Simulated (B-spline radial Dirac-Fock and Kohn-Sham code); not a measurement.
## Dipole and non-dipole photoemission parameters of Ag²⁺ 3s

System: the Ag²⁺ ion, [Kr] 4d9; threshold 728.1 eV (orbital energy of the model). Method: Dirac-Hartree-Slater photoionisation with a Latter tail; cross sections with all multipoles, angular parameters from the dipole term and its interference with E2. Computed with a B-spline atomic structure program.

The run's input, task.json:

```json
{"items": [{
  "Z": 47,
  "q": 2,
  "cfg": [[1, 0, 2], [2, 0, 2], [2, 1, 6], [3, 0, 2], [3, 1, 6], [3, 2, 10], [4, 0, 2], [4, 1, 6], [4, 2, 9]],
  "A": 107,
  "rrms": 4.5454,
  "do": "xps",
  "hv": [80, 100, 102.0, 112.0, 155.0, 158.0, 190.0, 200, 235.0, 295.0, 300, 425.0, 459.0, 516.0, 600, 620.0, 800, 890.0, 943.0, 1080.0, 1253.6, 1860.0, 2660.0, 2984.4, 6820.0, 7330.0, 8150.0, 9640.0, 10200.0]
}]}
```

Launch: `python xray2_run.py task.json out`

For linearly polarised light dσ/dΩ = σ/(4π) [1 + β P₂(cos θ) + (δ + γ cos²θ) sin θ cos φ], with θ from the polarisation vector and φ the angle between the beam and the projection of the electron momentum on the plane normal to the polarisation.

```
hν (eV)  σ (kb)      β       γ
    800    92.9  1.986   0.721
    890    82.4  1.987   0.614
    943    76.7  1.988   0.566
   1080    63.9  1.989   0.453
 1253.6    51.7  1.990   0.337
   1860    27.9  1.992   0.078
   2660       ?      ?       ?
 2984.4    12.3  1.994  -0.091
   6820    2.47  1.994   0.169
   7330    2.13  1.994   0.231
   8150    1.70  1.994   0.332
   9640    1.19  1.994   0.519
  10200    1.05  1.994   0.589
```

**Question.** Give the values at 2660 eV.

**Answer.** σ = 15.0 kb, β = 1.993, γ = -0.068. For an s subshell δ is negligible.
